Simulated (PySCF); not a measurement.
Compound: C₂H₁₀GeOSi₂.
Cartesian coordinates in Å at the PBE0-D3(BJ)/def2-SVP level; atoms count from 1:
```
atom  x, y, z in Å
C1    -2.3109   -1.0993   -0.0469
C2    -0.8607   -1.1239    0.3550
O3    -0.4499   -1.8189    1.2564
Si4    0.4153    0.0224   -0.5808
Si5   -0.0770    2.2597   -0.0743
Ge6    2.5396   -0.6604    0.2396
H7    -2.4101   -1.3671   -1.1113
H8    -2.7115   -0.0776    0.0602
H9    -2.8893   -1.7968    0.5753
H10    0.2727   -0.1663   -2.0623
H11   -1.4624    2.6005   -0.5281
H12    0.0040    2.4625    1.4047
H13    0.8896    3.1816   -0.7463
H14    2.7260   -2.1726    0.0338
H15    3.6669    0.0858   -0.5015
H16    2.6384   -0.3291    1.7376
```

Level of theory: PySCF 2.14.0, PBE0-D3(BJ)/def2-SVP geometry optimisation, gas phase.

Take the most abundant isotopes and a rigid rotor. The values belong to one conformer with, in the numbering `[CH3:1][C:2](=[O:3])[Si@@H:4]([SiH3:5])[GeH3:6]`, C1–C2–Si4–Si5 67°.

Problem. What are A, B and C (GHz)?

Solution. Ia = 323.93, Ib = 528.32, Ic = 775.40 u·Å²; 505379 MHz·u·Å²/I gives 1560, 956.6 and 651.8 MHz, that is A = 1.5602, B = 0.9566, C = 0.6518 GHz.

Problem. Classify the top.

Solution. An asymmetric top. Ray's parameter κ = (2B − A − C)/(A − C) = -0.329; −1 is the prolate and +1 the oblate limit.

Problem. What does the inertial defect say?

Solution. Not planar: Δ = Ic − Ia − Ib = -76.86 u·Å². For a rigid frame Δ = −2 Σ m c², so Σ m c² = 38.43 u·Å² lies off the ab plane: 12.96 from hydrogen and 25.46 from heavier atoms. The atom farthest from that plane is 2.12 Å away.

Problem. Give the other two planar moments, Paa and Pbb, and the rms extents of the mass along the axes.

Solution. Paa = Σ m a² = (Ib + Ic − Ia)/2 = 489.90 and Pbb = Σ m b² = (Ia + Ic − Ib)/2 = 285.50 u·Å². With the mass M = 179.95 u, the rms extents √(P/M) along a, b and c are 1.65, 1.26, 0.46 Å.

Problem. List the rotational levels J(Ka,Kc) to J = 2 (K).

Solution. Above 0(0,0), as E/k:
J = 1: 1(0,1) 0.077, 1(1,1) 0.106, 1(1,0) 0.121
J = 2: 2(0,2) 0.227, 2(1,2) 0.246, 2(1,1) 0.290, 2(2,1) 0.377, 2(2,0) 0.381
Those of J = 1 are B + C, A + C and A + B.

Problem. Predict some low-J microwave lines.

Solution. The dipole components are |μa| = 1.50 D, |μb| = 1.00 D, |μc| = 1.29 D. Intensities carry the squares of the components, which stand as 1.00 : 0.44 : 0.74 (a : b : c). Some lines, for components of 0.1 D or more:

```
type  branch         J(Ka,Kc)   MHz  lower level (cm⁻¹)
   a       Q  1(1,0) ← 1(1,1)   305               0.074
   a       Q  4(2,2) ← 4(2,3)  1038               0.635
   a       R  1(0,1) ← 0(0,0)  1608               0.000
   c       R  1(1,0) ← 0(0,0)  2517               0.000
   b       Q  2(2,1) ← 2(1,2)  2725               0.171
   a       R  2(1,2) ← 1(1,1)  2912               0.074
   b       Q  3(2,2) ← 3(1,3)  3232               0.315
   b       Q  3(3,0) ← 3(2,1)  3441               0.436
   a       R  2(1,1) ← 1(1,0)  3521               0.084
   b       R  4(2,2) ← 3(3,1)  3571               0.551
   b       R  3(0,3) ← 2(1,2)  4120               0.171
   a       R  3(1,3) ← 2(1,2)  4318               0.171
   b       R  4(1,4) ← 3(0,3)  5883               0.308
   a       R  4(3,2) ← 3(3,1)  6572               0.551
   c       R  3(2,1) ← 2(1,1)  7042               0.201
   c       R  3(3,0) ← 2(2,0)  8582               0.265
   b       R  3(3,0) ← 2(2,1)  8672               0.262
   c       R  4(1,3) ← 3(0,3)  8816               0.308
   c       R  4(2,3) ← 3(1,3)  9594               0.315
```

Problem. Estimate the classical rotational partition function at 100 K, 200 K and 298.15 K.

Solution. Point group C1, symmetry number σ = 1; q = (√π/σ)·√((kT/h)³/(ABC)), k/h = 20836.6 MHz/K: 171000 at 100 K, 483000 at 200 K, 880000 at 298.15 K.

No frequency check. No vibrational averaging or centrifugal distortion is included, and the geometry carries the error of its method. A rigid rotor knows nothing of internal rotation, which can split or shift real lines.
